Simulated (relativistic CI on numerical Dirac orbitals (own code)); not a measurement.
Re48+: q coefficients and field-shift factors

Computed by Dirac-Coulomb-Breit CI, separate exchange-only KLI orbitals for each configuration, derivatives by finite differences, unscaled Slater integrals, QED left out (own radial code, finite nucleus).

CI space (outside the closed core [Ne]): 3s2.3p6.3d9, 3s2.3p5.3d10, 3s.3p6.3d10, 3s2.3p6.3d8.4s, 3s2.3p6.3d8.4p, 3s2.3p4.3d10.4s, 3s2.3p6.3d8.4d, 3s2.3p4.3d10.4p. Levels of other configurations are missing.

With x = (α/α₀)² − 1 an excitation energy changes as ω = ω₀ + qx; K = 2q/ω₀ is the relative enhancement. Terms are leading LS components, so labels can repeat. The field-shift factor is F = δν/δ⟨r²⟩ for the transition from the lowest level.

Lowest level 3s2.3p6.3d9 2D_5/2.

```tsv
Level	ω₀ (cm⁻¹)	q (cm⁻¹)	F (GHz/fm²)
3s2.3p6.3d9 2D_3/2	573093	580600	15.8
3s2.3p5.3d10 2P°_3/2	3733690	726700	44.4
3s2.3p5.3d10 2P°_1/2	6397647	4.01e+06	-430
3s.3p6.3d10 2S_1/2	8397470	4.394e+06	-7620
3s2.3p6.3d8.4s 4F_9/2	13419281	-1.746e+06	2800
3s2.3p6.3d8.4s 2F_7/2	13444341	-1.743e+06	2790
3s2.3p6.3d8.4s 2D_5/2	13500658	-1.744e+06	2800
3s2.3p6.3d8.4s 2D_3/2	13512621	-1.74e+06	2790
3s2.3p6.3d8.4s 2S_1/2	13665840	-1.721e+06	2800
3s2.3p6.3d8.4s 4F_7/2	13985186	-1.161e+06	2810
3s2.3p6.3d8.4s 4F_5/2	13991600	-1.159e+06	2810
3s2.3p6.3d8.4s 4P_5/2	14063942	-1.156e+06	2810
3s2.3p6.3d8.4s 4P_3/2	14070050	-1.154e+06	2810
3s2.3p6.3d8.4s 4P_3/2	14106550	-1.15e+06	2810
3s2.3p6.3d8.4s 2G_9/2	14109242	-1.172e+06	2810
3s2.3p6.3d8.4s 2G_7/2	14114585	-1.168e+06	2810
3s2.3p6.3d8.4s 2P_1/2	14122886	-1.148e+06	2810
3s2.3p6.3d8.4p 4D°_7/2	14223690	-1.602e+06	324
3s2.3p6.3d8.4p 2G°_9/2	14234360	-1.604e+06	324
3s2.3p6.3d8.4p 2D°_3/2	14301169	-1.599e+06	324
3s2.3p6.3d8.4p 2F°_5/2	14306463	-1.6e+06	324
3s2.3p6.3d8.4p 2P°_1/2	14463849	-1.576e+06	325
3s2.3p6.3d8.4s 4F_3/2	14600198	-575900	2830
```

At this charge energies of transitions that change n are usually good to better than 1 %, and those within a shell (Δn = 0) to a few per cent.

Q: Which transition from the lowest level has the largest |K|?

A: 3s2.3p6.3d9 2D_3/2 at 573093 cm⁻¹, K = 2.03.
